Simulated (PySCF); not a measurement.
# Hartree-Fock beside MP2: AlBFH3N anion

All numbers below are calculated, not measured. They come from PySCF 2.14.0, an open-source quantum chemistry program, on an isolated molecule that a program drew, which may never have been made. The molecule is AlBFH3N anion (charge -1, singlet), drawn as the SMILES string `FB=[N][AlH3-]`.

The geometry was optimised and harmonic frequencies were computed with HF and MP2, all in the aug-cc-pV(D+d)Z basis, for the commonest isotopes, with a restricted reference for singlets and an unrestricted one otherwise, and a frozen core in MP2. Each result is a local minimum of its method.

Geometry at the HF minimum:
```xyz
7
AlBFH3N anion, angstrom
F    -1.7429    0.1776    2.7847
B    -1.3037   -0.2719    1.6226
N    -0.8936   -0.6917    0.5371
Al   -0.2697   -1.3298   -1.1131
H    -0.8885   -0.4020   -2.3170
H     1.3693   -1.2497   -1.1357
H    -0.7534   -2.8861   -1.3053
```

Lengths of the bonds as drawn, in Å (atoms numbered as above):
| bond | HF | MP2 |
|---|---|---|
| F1-B2 | 1.321 | 1.355 |
| B2-N3 | 1.234 | 1.271 |
| N3-Al4 | 1.876 | 1.904 |
| Al4-H5 | 1.641 | 1.634 |
| Al4-H6 | 1.641 | 1.634 |
| Al4-H7 | 1.641 | 1.634 |

Rotational constants, in GHz:
```
constant     HF    MP2
       A  69.53  69.48
       B  1.968  1.889
       C  1.968  1.889
```

Harmonic frequencies in cm^-1, each column in rising order, so a row needn't be the same motion in every method:
| rank | HF | MP2 |
|---|---|---|
| 1 | 105 | 97 |
| 2 | 105 | 97 |
| 3 | 442 | 409 |
| 4 | 527 | 438 |
| 5 | 527 | 438 |
| 6 | 611 | 569 |
| 7 | 611 | 569 |
| 8 | 825 | 791 |
| 9 | 825 | 791 |
| 10 | 852 | 811 |
| 11 | 1070 | ? |
| 12 | 1671 | 1697 |
| 13 | 1671 | 1697 |
| 14 | 1769 | 1767 |
| 15 | 2187 | 1979 |

**Estimate the missing MP2 frequency from the HF column.**

A single factor s that minimises the squared misfit of MP2 against s times HF over the other rows is sum(HF x MP2) / sum(HF^2) = 0.9635, with an rms misfit of 58 cm^-1. For rank 11 it gives 0.9635 x 1070 = 1031 cm^-1. The calculation gives 976 cm^-1, 55 cm^-1 below the estimate. The drawn bonds are on average 1.0 % longer in MP2 than in HF.
